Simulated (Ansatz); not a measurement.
The first iterations of a band of CH4BF + CH4O (13 atoms, charge 0, multiplicity 1).

Computed with Ansatz, RHF/6-31G*.

```
movable images  : 7
climbing image  : yes
spring          : 5.0 eV/Å²
optimiser       : quadratic models (default)
start path      : through a guess of the saddle point
force threshold : 0.05 eV/Å
iteration limit : 60
end points      : relaxed
```

Image 0:

```xyz
13
Properties=species:S:1:pos:R:3
B -0.210 0.060 0.419
C 0.165 0.460 1.900
H -0.612 0.202 2.616
H 1.100 0.011 2.220
H 0.297 1.541 1.953
H 0.593 0.020 -0.461
F -1.495 0.100 0.045
O -0.181 -2.158 0.687
C -0.648 -2.879 -0.433
H -0.584 -3.947 -0.255
H -1.668 -2.606 -0.677
H -0.006 -2.620 -1.261
H -0.713 -2.363 1.444
```

Image 8:

```xyz
13
Properties=species:S:1:pos:R:3
B 0.336 -0.764 -1.063
C -0.117 0.109 2.919
H -0.916 -0.090 3.624
H 0.478 0.942 3.274
H -0.541 0.354 1.951
H 1.351 -0.236 -1.363
F -0.731 -0.018 -0.808
O 0.263 -2.091 -0.978
C -0.923 -2.764 -0.616
H -0.702 -3.821 -0.603
H -1.260 -2.455 0.366
H -1.710 -2.572 -1.335
H 0.512 -0.771 2.831
```

| iteration | highest image above the first end (eV) | largest band force component (eV/Å) |
| --- | --- | --- |
| 1 | 11.682 | 41.378 |
| 2 | 3.215 | 7.835 |
| 3 | 3.008 | 3.443 |
| 4 | 2.773 | 4.096 |
| 5 | 1.945 | 5.984 |
| 6 | 1.404 | 5.435 |
| 7 | 1.155 | 3.333 |

Problem. Does the band converge within its limit, and where does its top end?

Solution. The run converged. It ended after 23 iterations with the highest image 2.020 eV above the first end. Neighbouring images differ by up to 3.1 eV, so the band resolves the path poorly. A vibrational analysis at the climbing image gives one clearly imaginary mode, 2027i cm⁻¹: a first-order saddle point. The orbitals stay closed-shell, which can raise the energy where a bond breaks towards radicals; this wasn't checked here.

The run took 5.3 min on 1 thread of Arm Neoverse V1, on a shared host, peak memory 0.17 GiB.
